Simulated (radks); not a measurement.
Values are calculated unless marked as measured or tabulated.
Spin polarisation of the 5d1 shell in Lu. Start: [Xe] 4f14 5d(up 0.5, down 0.5) 6s2; electrons of 5d are moved from spin down to spin up, other shells keep equal spins. Level of theory: non-relativistic Kohn-Sham, r2SCAN, spin-polarised, spherical densities, point nucleus; meta-GGA in the generalised Kohn-Sham scheme (a radial shooting solver on a logarithmic mesh with Libxc functionals).

moment (Bohr magnetons)  E - E(0) (eV)  e(5d up) (eV)  e(5d down) (eV)  6s down minus up (eV)
0                                0.000         -2.507           -2.507                  0.000
0.25                            -0.013         -2.606           -2.405                  0.102
0.5                             -0.050         -2.698           -2.300                  0.206
0.75                            -0.112         -2.785           -2.196                  0.313
1                               -0.197         -2.862           -2.098                  0.422

At moment 1 the spin-polarisation energy is -0.197 eV and the 5d exchange splitting 0.763 eV, that is 0.763 eV per Bohr magneton; E = -I m^2/4 would give I = 0.786 eV.
